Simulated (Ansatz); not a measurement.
An input meant for InPt₅⁺ (charge 1, singlet; scaled by 1.12).

```yaml
crystal:
  periodic: [false, false, false]
  atoms:
    - {symbol: In, position_ang: [1.469063, 0.145323, 1.991533]}
    - {symbol: Pt, position_ang: [0.448275, 2.152794, -0.499653]}
    - {symbol: Pt, position_ang: [1.813112, -0.148520, -1.332672]}
    - {symbol: Pt, position_ang: [-1.232596, -1.277146, 1.513256]}
    - {symbol: Pt, position_ang: [-1.988834, 0.811927, -0.384482]}
    - {symbol: Pt, position_ang: [-0.509021, -1.684377, -1.287994]}
basis:
  gaussian: {orbitals: def2-mTZVP, fitting: {mean_field: def2-universal-jkfit}}
total_charge: 1
hamiltonian: {xc: {name: PBE0}}
scf: {max_iter: 3}
```

```sh
$ ansatz run in.yaml --threads 4 --pin off --events-out ev --progress --plain --max-ram 4787MiB
```

Problem. Predict how Ansatz answers.

Solution. The program refused the input. The input holds a key that doesn't belong there.
```
Error: invalid value for `basis.gaussian`: such a run doesn't read scf.max_iter; remove what it names
```
